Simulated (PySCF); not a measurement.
Ionisation energy of Sc⁺ by level of theory

Sc⁺ [Ar] 3d1 4s1 (3D) → Sc²⁺ [Ar] 3d1 (2D), as a difference of total energies. All numbers are calculated (PySCF 2.14, the non-relativistic Hamiltonian (point nucleus), in aug-cc-pVDZ). Correlated levels: valence: [Ar] frozen. The calculations carry no spin-orbit coupling.

```csv
method,ionisation energy (eV)
UHF,12.166
TPSS,12.751
BP86,13.072
MP2 (valence),12.234
SCS-MP2 (valence),12.189
```

Task: How much does correlation contribute at MP2 (valence)?

Result: 12.234 − (12.166) = 0.068 eV, measured against UHF.

These non-relativistic numbers lack the scalar-relativistic shift.

The reference lies between the lowest fine-structure levels, while these numbers refer to the centres of the terms.

Errors of the correlated levels include the incompleteness of this basis and the frozen core.

For comparison: 12.800 eV (measured; NIST Atomic Spectra Database, ionization energies).
